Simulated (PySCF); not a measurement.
Coordinates in bohr (charge -1 multiplicity 1):
```
As    0.0000    0.0000    0.0000
O     3.1031    0.0000    0.0000
O    -1.5516    2.6874    0.0000
O    -1.5515   -2.6874    0.0000
```

Level of theory: PySCF, PBE0, basis As def2-SVPD, O def2-SVPD (no relativity, density fitting).

This geometry of AsO₃⁻ is a stationary point at this level.

Problem. What is the point group?

Solution. D3h.

Problem. Is it a minimum?

Solution. Yes: all harmonic wavenumbers are real.

Problem. List the harmonic modes with their infrared intensities.

Solution. 
```csv
symmetry,ω (cm⁻¹),"IR (km/mol, summed over degenerate members)"
a2'',296,53.4
e',341,79.5
a1',876,0.0
e',963,381
```

Problem. Give the ideal-gas entropy at 298.15 K and 1 bar by parts.

Solution. translation 168.9, rotation 88.5, vibration 17.7, spin 0.0; total 275.1 J/(mol K).

In D3h the vibrations span a2'' + 2e' + a1'. The a1' mode carries no infrared intensity, as symmetry demands.

Only a few start shapes were tried, so a lower isomer may exist. The lowest empty level of this anion is unbound, so it and the gap depend on the basis.
